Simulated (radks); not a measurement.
Spherical quantum dot in the effective-mass picture: electrons in a hard-walled sphere of radius 4.12, all in effective atomic units (hartree* = m*/eps^2 hartree, bohr* = eps/m* bohr), one dielectric constant everywhere. Calculated with a radial shooting solver with Libxc functionals: non-relativistic Kohn-Sham, exchange-only LDA, spin-polarised, spherical densities. Levels are named by radial order and angular momentum (1s, 1p, 1d, 2s, ...), and open shells are averaged over m. Results are scaled to m* = 0.062 and eps = 9.3, for which hartree* = 19.51 meV and bohr* = 7.938 nm.

N = 12, configuration 1s2 1p6 1d(up 4, down 0). This is the lowest configuration that the search found. Occupied and some empty levels:

level    occupation  eigenvalue (meV)  <r> (nm)
1s up             1            78.605     20.88
1s down           1            80.178     20.63
1p up             3            82.037     22.06
1p down           3            83.724     21.96
1d up             4            87.675     22.99
1d down           0            89.425     22.95
1f up             0            95.204     23.73
1f down           0            96.986     23.72
2s up             0            97.971     14.94
2s down           0            98.738     14.95
2p up             0            108.21     17.25
2p down           0            109.23     17.20

Energy (meV): total 569.586, kinetic 178.06, external 0, Hartree 460.01, exchange-correlation -68.483.
